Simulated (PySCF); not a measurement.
**Electron affinity of Pb by level of theory**

Pb⁻ [Xe] 4f14 5d10 6s2 6p3 (4S) → Pb [Xe] 4f14 5d10 6s2 6p2 (3P), as a difference of total energies. Computed with PySCF 2.14 in def2-QZVPPD with the def2 core potential (60 electrons), with a scalar-relativistic core potential. Correlated levels: valence: 5s2 5p6 5d10 frozen; valence and next inner shell: nothing frozen outside the core potential. The calculations carry no spin-orbit coupling.

```tsv
method	electron affinity (eV)
UHF	0.839
LDA	1.423
PBE	1.251
PBE0	1.254
r2SCAN	1.373
LC-wPBE	1.234
B2PLYP	1.115
B3LYP	1.205
revPBE	1.191
MP2 (valence)	1.192
SCS-MP2 (valence)	1.060
MP2 (valence and next inner shell)	1.288
SCS-MP2 (valence and next inner shell)	1.112
```

Q: How much does correlation contribute at MP2 (valence and next inner shell)?

A: 1.288 − (0.839) = 0.449 eV, measured against UHF.

Spin-orbit coupling is strong in these open shells (close to jj coupling). The scalar numbers leave it out and a first-order estimate fails, so it can dominate the gap to the real levels.

Errors of the correlated levels include the incompleteness of this basis and the frozen core.

In the anion the highest occupied orbital energy is positive at LDA, PBE, PBE0, r2SCAN, B3LYP, revPBE, a self-interaction effect; the basis confines that electron, and the energy difference can still be sensible.

For comparison: 0.357 eV (measured; photodetachment measurements, as compiled on the Wikipedia data page of electron affinities).
